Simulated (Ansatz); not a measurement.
GaH2(CH2SiH3) (CH7GaSi). Total charge 0; singlet. Geometry PBE0-D4/def2-SVP; atoms count from 1.

```xyz
10

Ga    0.9515   -1.3044   -0.8086
H     2.0967   -1.9745    0.0342
H     1.0511   -1.2245   -2.3753
C    -0.6056   -0.5237    0.1091
Si   -0.3623    1.2870    0.5452
H    -1.4938   -0.6008   -0.5403
H    -0.8006   -1.0767    1.0432
H     0.8271    1.4547    1.4402
H    -0.1129    2.0939   -0.6919
H    -1.5514    1.8691    1.2442
```

(1) Estimate the Mulliken populations from the PBE0/def2-TZVP orbitals of Ansatz.

(2) And the Mayer bond orders between heavy atoms (over 0.3)?

Results:

(1) 
```
atom  charge (e)
 Ga1        0.30
  H2       -0.08
  H3       -0.08
  C4       -0.48
 Si5        0.12
  H6        0.15
  H7        0.15
  H8       -0.02
  H9       -0.02
 H10       -0.02
```
Mulliken values depend strongly on the basis.

(2) Ga1–C4 0.93 (1.97 Å); C4–Si5 1.02 (1.88 Å).
